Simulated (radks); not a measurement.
Results of a calculation; reference values are marked as such.
Polarisability of the gold ion Au3+, [Xe] 4f14 5d8, at imaginary frequency. Code: a radial shooting solver on a logarithmic mesh with Libxc functionals. Model: scalar-relativistic Kohn-Sham, exchange-only LDA, spin-unpolarised, spherical densities, finite nucleus; Fermi nuclear charge, rms radius 5.4371 fm. Response by self-consistent Sternheimer equations with the Hartree and adiabatic exchange-only LDA kernel, the relativistic mass of each level held fixed and spin-orbit coupling left out.

w (hartree),alpha1(iw) (bohr^3)
0.00266,6.300
0.0143,6.299
0.0360,6.291
0.0697,6.267
0.118,6.205
0.186,6.072
0.280,5.818
0.413,5.386
0.605,4.738
0.892,3.882
1.35,2.880
2.12,1.849
3.59,0.9650
6.94,0.3796
17.5,0.09591

Static values: alpha1 = 6.301 bohr^3 (0.9336 angstrom^3; uncoupled 10.04). C6 = 37.03, triple-dipole C9 = 160.8 atomic units. One-pole (London) frequency 4 C6 / (3 alpha1^2) = 1.244 hartree, against 1.445 for minus the highest occupied eigenvalue.
